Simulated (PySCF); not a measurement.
C$_{5}$H$_{4}$N (SMILES [c-]1ccncc1), charge -1, singlet, geometry from GFN2-xTB; DF-HF/pcseg-0 (PySCF).

Here is a job for PySCF.
```python
from pyscf import gto, scf

mol = gto.M(
    atom='''
N    -0.002571    0.000163    1.383954
C     0.002860   -0.000181   -1.539953
C     0.014409    1.124398    0.663539
C    -0.016874   -1.124242    0.663746
C    -0.014810   -1.159869   -0.712972
C     0.017459    1.159701   -0.713185
H     0.026070    2.042966    1.265087
H    -0.030770   -2.042668    1.265462
H    -0.027651   -2.146913   -1.192443
H     0.032081    2.146632   -1.192837
''',
    basis='pcseg-0',
    charge=-1,
    spin=0,
    verbose=4,
)

mf = scf.RHF(mol)
mf = mf.density_fit(auxbasis='def2-universal-jkfit')
mf.kernel()
```

Output, abridged:

```
PySCF version 2.14.0

[INPUT] verbose = 4
[INPUT] num. atoms = 10
[INPUT] num. electrons = 42
[INPUT] charge = -1
[INPUT] spin (= nelec alpha-beta = 2S) = 0
[INPUT] symmetry False subgroup None
[INPUT] Mole.unit = angstrom
[INPUT] Symbol           X                Y                Z      unit          X                Y                Z       unit  Magmom
[INPUT]  1 N     -0.002571000000   0.000163000000   1.383954000000 AA   -0.004858485866   0.000308025358   2.615294028996 Bohr   0.0
[INPUT]  2 C      0.002860000000  -0.000181000000  -1.539953000000 AA    0.005404616716  -0.000342040429  -2.910089414702 Bohr   0.0
[INPUT]  3 C      0.014409000000   1.124398000000   0.663539000000 AA    0.027229063729   2.124804275009   1.253906982968 Bohr   0.0
[INPUT]  4 C     -0.016874000000  -1.124242000000   0.663746000000 AA   -0.031887238626  -2.124509477733   1.254298156276 Bohr   0.0
[INPUT]  5 C     -0.014810000000  -1.159869000000  -0.712972000000 AA   -0.027986843905  -2.191834750373  -1.347321814483 Bohr   0.0
[INPUT]  6 C      0.017459000000   1.159701000000  -0.713185000000 AA    0.032992728409   2.191517276384  -1.347724326148 Bohr   0.0
[INPUT]  7 H      0.026070000000   2.042966000000   1.265087000000 AA    0.049265160067   3.860646221798   2.390667953748 Bohr   0.0
[INPUT]  8 H     -0.030770000000  -2.042668000000   1.265462000000 AA   -0.058146872853  -3.860083083413   2.391376601044 Bohr   0.0
[INPUT]  9 H     -0.027651000000  -2.146913000000  -1.192443000000 AA   -0.052252817070  -4.057077583268  -2.253390689155 Bohr   0.0
[INPUT] 10 H      0.032081000000   2.146632000000  -1.192837000000 AA    0.060624303802   4.056546570227  -2.254135241248 Bohr   0.0

nuclear repulsion = 196.441811838295
number of shells = 16
number of NR pGTOs = 102
number of NR cGTOs = 62
basis = pcseg-0
ecp = {}

******** <class 'pyscf.df.df_jk.DFRHF'> ********
method = DFRHF
initial guess = minao
damping factor = 0
level_shift factor = 0
DIIS = <class 'pyscf.scf.diis.CDIIS'>
diis_start_cycle = 1
diis_space = 8
diis_damp = 0
SCF conv_tol = 1e-09
SCF conv_tol_grad = None
SCF max_cycles = 50
direct_scf = False
Set gradient conv threshold to 3.16228e-05
Initial guess from minao.
******** <class 'pyscf.df.df.DF'> ********
auxbasis = def2-universal-jkfit
init E= -246.846852702037
  HOMO = -0.159362511031317  LUMO = 0.0265100213592566  gap/eV = 5.05785
cycle= 1 E= -245.261433234413  delta_E= 1.59  |g|= 0.434  |ddm|= 3.81
  HOMO = -0.0385965731201856  LUMO = 0.321650209248895  gap/eV = 9.80281
cycle= 2 E= -245.319314133565  delta_E= -0.0579  |g|= 0.205  |ddm|= 1.18
  HOMO = -0.100856706717984  LUMO = 0.336286602244702  gap/eV = 11.89528
cycle= 3 E= -245.330732216952  delta_E= -0.0114  |g|= 0.0607  |ddm|= 0.609
  HOMO = -0.0923443554418983  LUMO = 0.33518989612822  gap/eV = 11.63380
cycle= 4 E= -245.332323566051  delta_E= -0.00159  |g|= 0.0156  |ddm|= 0.154
  HOMO = -0.0948458139480137  LUMO = 0.334358252320562  gap/eV = 11.67924
cycle= 5 E= -245.33241028947  delta_E= -8.67e-05  |g|= 0.00605  |ddm|= 0.048
  HOMO = -0.0949135068481137  LUMO = 0.334338053076774  gap/eV = 11.68053
cycle= 6 E= -245.33243196863  delta_E= -2.17e-05  |g|= 0.00144  |ddm|= 0.0309
  HOMO = -0.0950311105999075  LUMO = 0.33447871263207  gap/eV = 11.68756
cycle= 7 E= -245.332433918121  delta_E= -1.95e-06  |g|= 0.000366  |ddm|= 0.0102
  HOMO = -0.095105504442448  LUMO = 0.334406010043829  gap/eV = 11.68760
cycle= 8 E= -245.332434059923  delta_E= -1.42e-07  |g|= 0.000204  |ddm|= 0.00132
  HOMO = -0.0951153017683231  LUMO = 0.334414985669924  gap/eV = 11.68811
cycle= 9 E= -245.332434102912  delta_E= -4.3e-08  |g|= 7.23e-05  |ddm|= 0.000698
  HOMO = -0.0951119004445995  LUMO = 0.334421060617023  gap/eV = 11.68819
cycle= 10 E= -245.332434110571  delta_E= -7.66e-09  |g|= 2.99e-05  |ddm|= 0.000287
  HOMO = -0.0951185099834508  LUMO = 0.334420043008269  gap/eV = 11.68834
cycle= 11 E= -245.332434111372  delta_E= -8.01e-10  |g|= 6.89e-06  |ddm|= 0.000118
  HOMO = -0.0951176994241432  LUMO = 0.334421504652095  gap/eV = 11.68836
Extra cycle  E= -245.332434111401  delta_E= -2.86e-11  |g|= 3.18e-06  |ddm|= 1.7e-05
converged SCF energy = -245.332434111401
```
